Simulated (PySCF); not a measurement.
Run record: geometry optimisation, `[SiH3]C[BH2-][AsH3+]`.

Method: PBE0-D3(BJ)/def2-SVP geometry optimisation, gas phase (PySCF 2.14.0). Start geometry: GFN2-xTB. The input is one job of a driver script: a line of settings, then coordinates in Å.

Input:
```
{"job": {"xc": "PBE0", "basis": "def2-SVP", "d3": "d3bj", "grid": 1, "maxiter": 30, "shake": 0.01, "kind": "geom"}, "charge": 0, "multiplicity": 1}
Si     2.395850    -0.365290    -0.307600
C      0.503110    -0.005960    -0.396720
B     -0.278370    -0.596490     0.862440
As    -2.324310     0.067410     0.278820
H      3.000630     0.230340    -1.520200
H      2.631640    -1.776470    -0.290070
H      2.968120     0.284410     0.877700
H      0.395610     1.089390    -0.482910
H      0.141200    -0.428370    -1.313790
H     -0.401820    -1.769680     0.940140
H     -0.137200    -0.038150     1.914490
H     -2.371210     1.507250    -0.082580
H     -3.850780     0.104590     0.626580
H     -2.679620    -0.323040    -1.114050
```

Output:
```
step   0  E = -2593.39982418  max force = 0.029423
step   1  E = -2593.40986490  max force = 0.009953
step   2  E = -2593.41152050  max force = 0.006696
step   3  E = -2593.41308871  max force = 0.005595
step   4  E = -2593.41360236  max force = 0.003400
step   5  E = -2593.41376653  max force = 0.004401
step   6  E = -2593.41395861  max force = 0.003636
step   7  E = -2593.41403827  max force = 0.001185
step   8  E = -2593.41405673  max force = 0.000568
step   9  E = -2593.41406402  max force = 0.000229
optimisation converged
```

Energies in Eh; «max force» is the largest Cartesian gradient component in Eh/bohr.

Question: How much energy does the optimisation release, in kcal/mol?

Answer: E(step 0) − E(last step) = 0.014240 Eh, which is 8.9 kcal/mol.

Question: Give the first gradient maximum in eV/Å.

Answer: With 1 Eh/bohr = 51.422 eV/Å, 1.513 eV/Å.

In short: final energy -2593.41406 Eh after 9 steps; dipole 4.87 D.

Question: Where do the atoms end?

Answer: 0.343 Å rms from the input after alignment:
```
atom  x, y, z in Å
Si1    2.3620   -0.3867   -0.2266
C2     0.5818    0.0960   -0.5831
B3    -0.3563   -0.4320    0.6164
As4   -2.3359    0.1002    0.2065
H5     3.2918    0.0807   -1.3080
H6     2.5028   -1.8736   -0.1238
H7     2.8320    0.2146    1.0612
H8     0.5630    1.1943   -0.6983
H9     0.3209   -0.3399   -1.5639
H10   -0.4819   -1.6456    0.7190
H11   -0.2122    0.1129    1.7033
H12   -2.6819    1.5639    0.0533
H13   -3.4078   -0.2920    1.1948
H14   -2.9857   -0.4124   -1.0586
```

The run took 66 s of wall time on Arm Neoverse V1, one thread, no GPU, shared host, and the process peaked at 0.53 GiB of memory.
Labels such as C1 count atoms from 1, the log's own numbers from 0.
